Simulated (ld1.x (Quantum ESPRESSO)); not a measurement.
**Before and after: TM potential for Sb (Z = 51)**

Sb (Z = 51), norm-conserving Troullier–Martins (Kleinman–Bylander form), made with ld1.x (Quantum ESPRESSO) 7.5 (PBE, fully relativistic). Core [Kr], reference 4d10 5s1.5 5p3.5. Waves: 5s (bound): rc 1.60 bohr; 5p (bound): rc 2.50 bohr; 4d (bound): rc 1.50 bohr. Local part: all-electron potential smoothed inside 1.65 bohr (lloc = -2). Core correction: Bessel-smoothed model core, default radius (core density twice the valence density).

Open shells are filled in proportion to 2j + 1 (rel_dist='average').

Change: core correction Bessel-smoothed model core inside 1.76 bohr.

Cutoffs: the cutoffs (Ry, on a coarse ladder) from which the occupation-weighted sum of valence levels, in a spherical-Bessel basis at the reference potential, stays within 10 and 1 mRy of its value at 400 Ry; they do not see the model core or the augmentation charge, which bear on the density cutoff. Errors are all-electron minus pseudo energies relative to the spin-unpolarised reference configuration.

Question: Predict the effect on cutoff, ghosts and configuration errors.

Answer: The potential gets neither clearly harder nor softer (90 Ry and 160 Ry → 90 Ry and 160 Ry); of the 7 tests that both files solve, the error grows in 1 and shrinks in 1 by more than 15 % and 0.3 meV (median size 0.8 → 0.7 meV); neither file shows a bound ghost. The default core radius of the base comes out at 0.61 bohr. A wider model core is smoother and lowers the density cutoff, which this test does not measure.

```tsv
quantity	base	changed
cutoff, loose	90 Ry	90 Ry
cutoff, tight	160 Ry	160 Ry
bound ghosts	none	none
error for 4d10 5s2 5p3, meV [ΔE -4.02 eV]	+0.2	+0.3
error for 4d10 5s2 5p2, meV [ΔE 4.32 eV]	-0.3	-0.3
error for 4d10 5s2 5p1, meV [ΔE 20.31 eV]	+6.2	+6.5
error for 4d10 5s1 5p4, meV [ΔE 4.07 eV]	+0.1	+0.1
error for 4d9 5s2 5p4, meV [ΔE 27.06 eV]	-113	-91
error for 4d9 5s2 5p3, meV [ΔE 36.69 eV]	+3.9	+25
error for 4d10 5s2 5p2.5, meV [ΔE -0.75 eV]	-0.8	-0.7
s: phases at 2.72 bohr within 0.05 rad from the reference energy up to (Ry; the scan ends near 5)	0.3	0.3
p1/2: phases at 2.72 bohr within 0.05 rad from the reference energy up to (Ry; the scan ends near 5)	1.9	1.9
p3/2: phases at 2.72 bohr within 0.05 rad from the reference energy up to (Ry; the scan ends near 5)	1.9	1.9
d3/2: phases at 2.72 bohr within 0.05 rad from the reference energy up to (Ry; the scan ends near 5)	0.5	0.5
d5/2: phases at 2.72 bohr within 0.05 rad from the reference energy up to (Ry; the scan ends near 5)	0.5	0.5
```
